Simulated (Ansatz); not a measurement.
This geometry of CH₆GeS (9 atoms, charge 0, multiplicity 1) is a first-order saddle point.

Method: RKS B3LYP/def2-SVP (Ansatz 0.2.0).

```xyz
9
Properties=species:S:1:pos:R:3
C -0.778 0.797 -0.977
Ge 0.102 -0.878 -0.379
S 0.537 -0.170 2.127
H -0.972 0.720 -2.059
H -0.135 1.669 -0.790
H -1.740 0.931 -0.462
H 1.596 -0.782 -0.834
H -0.187 -1.421 1.162
H 1.666 -0.913 2.195
```

Task: Which two structures does it join? (They come from a converged band through this point; their orientation in space is the band's.)

Result: Bonds broken: Ge2–H8. Bonds formed: S3–H8.

Initial state:

```xyz
9
Properties=species:S:1:pos:R:3
C -0.759 0.837 -0.824
Ge 0.278 -0.603 0.010
S 0.920 0.170 2.033
H -1.107 0.516 -1.818
H -0.137 1.736 -0.941
H -1.634 1.085 -0.206
H 1.524 -0.954 -0.835
H -0.581 -1.877 0.186
H 1.587 -0.955 2.378
```

Final state:

```xyz
9
Properties=species:S:1:pos:R:3
C -0.767 0.847 -1.053
Ge 0.140 -0.954 -0.801
S 0.603 -0.463 1.845
H -0.742 1.045 -2.141
H -0.270 1.693 -0.554
H -1.827 0.814 -0.753
H 1.633 -0.364 -0.933
H -0.295 -1.308 2.407
H 1.612 -1.357 1.967
```

Task: How far does it lie above each of them?

Result: 2.13 eV above the first and 0.62 eV above the second. This is the barrier of this one path; another mechanism may lie lower. The orbitals stay closed-shell, which can raise the energy where a bond breaks towards radicals; this wasn't checked here.

Run time: 2.7 min on 2 threads of AMD EPYC 9R14 (Zen 4), with other jobs on the host, peak memory 0.22 GiB.
